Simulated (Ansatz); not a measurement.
S-phenylphenoxathiinium tetracyanoborate, `N#C[B-](C#N)(C#N)C#N.c1ccc([S+]2c3ccccc3Oc3ccccc32)cc1`. Charge 0, multiplicity 3. Geometry PBE-D4/def2-SVP, that of the neutral singlet; atoms count from 1.

```xyz
42

N     1.0108    1.9332    6.2517
C     0.8137    1.6999    5.1202
B     0.5488    1.3846    3.5907
C     0.2284   -0.1631    3.3197
N    -0.0230   -1.2589    2.9797
C     1.8047    1.7427    2.6602
N     2.6430    1.9413    1.8625
C    -0.6939    2.1958    2.9906
N    -1.5994    2.6999    2.4402
C     0.6728    2.7858   -3.5153
C    -0.2936    1.7651   -3.5498
C    -0.5225    0.9702   -2.4181
C     0.2336    1.2252   -1.2647
S     0.0390    0.2648    0.2615
C     1.0846   -1.1529   -0.0286
C     2.4432   -1.0327    0.3097
C     3.3091   -2.0974    0.0421
C     2.8140   -3.2716   -0.5531
C     1.4584   -3.3928   -0.8716
C     0.5772   -2.3311   -0.6050
O    -0.7348   -2.5429   -0.9269
C    -1.7436   -1.7427   -0.4738
C    -3.0466   -2.2525   -0.6146
C    -4.1410   -1.5057   -0.1691
C    -3.9560   -0.2459    0.4288
C    -2.6671    0.2756    0.5738
C    -1.5695   -0.4718    0.1083
C     1.1969    2.2460   -1.1998
C     1.4140    3.0239   -2.3476
H     0.8442    3.4051   -4.4087
H    -0.8771    1.5858   -4.4653
H    -1.2863    0.1786   -2.4317
H     2.8091   -0.1039    0.7764
H     4.3732   -2.0089    0.3030
H     3.4926   -4.1117   -0.7626
H     1.0446   -4.3085   -1.3172
H    -3.1654   -3.2476   -1.0659
H    -5.1543   -1.9196   -0.2800
H    -4.8171    0.3337    0.7906
H    -2.5012    1.2558    1.0531
H     1.7715    2.4218   -0.2745
H     2.1654    3.8276   -2.3191
```

Single mean-field runs in def2-TZVP are fitted with def2-universal-jkfit. At PBE0-D4/def2-TZVP a singlet of charge 0 lies 3.72 eV below the triplet at the same geometry.

(1) Estimate the Mulliken populations of the heavy atoms from the PBE0/def2-TZVP orbitals of Ansatz.

(2) Where does the spin sit?

(3) And the Mayer bond orders between heavy atoms (over 0.3)?

Results:

(1) 
```json
{"atom": "N1", "charge (e)": "-0.05", "spin (α − β)": "0.00"}
{"atom": "C2", "charge (e)": "-0.23", "spin (α − β)": "0.00"}
{"atom": "B3", "charge (e)": "0.29", "spin (α − β)": "0.00"}
{"atom": "C4", "charge (e)": "-0.18", "spin (α − β)": "0.01"}
{"atom": "N5", "charge (e)": "-0.10", "spin (α − β)": "0.00"}
{"atom": "C6", "charge (e)": "-0.11", "spin (α − β)": "0.00"}
{"atom": "N7", "charge (e)": "-0.18", "spin (α − β)": "0.00"}
{"atom": "C8", "charge (e)": "-0.15", "spin (α − β)": "0.00"}
{"atom": "N9", "charge (e)": "-0.13", "spin (α − β)": "0.00"}
{"atom": "C10", "charge (e)": "-0.11", "spin (α − β)": "0.05"}
{"atom": "C11", "charge (e)": "-0.12", "spin (α − β)": "-0.02"}
{"atom": "C12", "charge (e)": "-0.19", "spin (α − β)": "0.04"}
{"atom": "C13", "charge (e)": "0.17", "spin (α − β)": "0.04"}
{"atom": "S14", "charge (e)": "0.08", "spin (α − β)": "0.04"}
{"atom": "C15", "charge (e)": "0.16", "spin (α − β)": "0.43"}
{"atom": "C16", "charge (e)": "-0.18", "spin (α − β)": "-0.06"}
{"atom": "C17", "charge (e)": "-0.08", "spin (α − β)": "0.46"}
{"atom": "C18", "charge (e)": "-0.14", "spin (α − β)": "0.43"}
{"atom": "C19", "charge (e)": "-0.25", "spin (α − β)": "-0.15"}
{"atom": "C20", "charge (e)": "0.26", "spin (α − β)": "0.48"}
{"atom": "O21", "charge (e)": "-0.15", "spin (α − β)": "0.13"}
{"atom": "C22", "charge (e)": "0.29", "spin (α − β)": "-0.01"}
{"atom": "C23", "charge (e)": "-0.26", "spin (α − β)": "0.09"}
{"atom": "C24", "charge (e)": "-0.05", "spin (α − β)": "-0.05"}
{"atom": "C25", "charge (e)": "-0.17", "spin (α − β)": "0.10"}
{"atom": "C26", "charge (e)": "-0.12", "spin (α − β)": "-0.03"}
{"atom": "C27", "charge (e)": "0.06", "spin (α − β)": "0.06"}
{"atom": "C28", "charge (e)": "-0.20", "spin (α − β)": "0.04"}
{"atom": "C29", "charge (e)": "-0.13", "spin (α − β)": "-0.02"}
```
Mulliken values depend strongly on the basis.

(2) Summed by element: N 0.00, C 1.88, B 0.00, S 0.04, O 0.13, H -0.06, of 2 unpaired in all. Largest on single atoms: C20 0.48, C17 0.46, C15 0.43.

(3) N1–C2 3.05 (1.17 Å); C2–B3 0.91 (1.58 Å); B3–C4 0.87 (1.60 Å); B3–C6 0.86 (1.60 Å); B3–C8 0.87 (1.60 Å); C4–N5 2.92 (1.17 Å); C6–N7 2.82 (1.17 Å); C8–N9 2.90 (1.17 Å); C10–C11 1.39 (1.41 Å); C10–C29 1.40 (1.40 Å); C11–C12 1.45 (1.40 Å); C12–C13 1.35 (1.40 Å); C13–S14 0.94 (1.81 Å); C13–C28 1.33 (1.41 Å); S14–C15 0.94 (1.79 Å); S14–C27 0.96 (1.78 Å); C15–C16 1.29 (1.41 Å); C15–C20 1.02 (1.41 Å); C16–C17 1.48 (1.40 Å); C17–C18 1.05 (1.41 Å); C18–C19 1.49 (1.40 Å); C19–C20 1.33 (1.41 Å); C20–O21 1.10 (1.37 Å); O21–C22 1.06 (1.37 Å); C22–C23 1.35 (1.41 Å); C22–C27 1.25 (1.41 Å); C23–C24 1.42 (1.40 Å); C24–C25 1.36 (1.41 Å); C25–C26 1.43 (1.40 Å); C26–C27 1.31 (1.41 Å); C28–C29 1.45 (1.40 Å).
